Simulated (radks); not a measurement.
Spherical quantum dot in the effective-mass picture: electrons in a hard-walled sphere of radius 2.37, with a point charge +1 (a donor) at the centre, all in effective atomic units (hartree* = m*/eps^2 hartree, bohr* = eps/m* bohr), one dielectric constant everywhere. Method: non-relativistic Kohn-Sham, PBE, spin-polarised, spherical densities; computed with a radial shooting solver with Libxc functionals. Levels are named by radial order and angular momentum (1s, 1p, 1d, 2s, ...), and open shells are averaged over m.

N = 3, configuration 1s2 1p(up 1, down 0). This is the lowest configuration that the search found. Occupied and some empty levels:

| level | occupation | eigenvalue (hartree*) | <r> (bohr*) |
|---|---|---|---|
| 1s up | 1 | 1.4566 | 1.097 |
| 1s down | 1 | 1.5285 | 1.078 |
| 1p up | 1 | 2.5091 | 1.397 |
| 1p down | 0 | 2.6139 | 1.394 |
| 1d up | 0 | 3.6765 | 1.536 |
| 1d down | 0 | 3.7872 | 1.536 |
| 2s up | 0 | 3.8192 | 1.164 |
| 2s down | 0 | 3.8699 | 1.178 |
| 1f up | 0 | 5.0647 | 1.627 |
| 1f down | 0 | 5.1738 | 1.630 |

Energy (hartree*): total 2.52085, kinetic 3.6859, external -3.1947, Hartree 3.3699, exchange-correlation -1.3402.
